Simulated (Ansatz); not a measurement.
Molecule: CCl, charge 0, multiplicity 2. SMILES: [C]Cl
Geometry from a B3LYP-D3(BJ)/def2-TZVP (Ansatz, a quantum-chemistry and plane-wave program) optimisation:
```xyz
2

C      0.0000     0.0000    -1.2243
Cl     0.0000     0.0000     0.4321
```
Charge 0, spin multiplicity 2.

Parts of the frozen-core correlation energy in cc-pV(D+d)Z (Ansatz, hartree). Frozen orbitals: 6; correlated occupied orbitals by spin: 6 and 5; virtual: 25 and 26. Open shells are spin-unrestricted. No spin-orbit coupling. No relativistic terms.

```csv
term,value
reference (HF),-497.23683
MP2 opposite-spin,-0.16520
MP2 same-spin,-0.05760
CCSD correlation,-0.25308
(T),-0.00886
CCSDT minus CCSD(T),-0.00109
CCSDT(Q) minus CCSD(T),-0.00176
T1 diagnostic,0.023
largest doubles amplitude,0.079
<S^2> of the reference,0.761
```
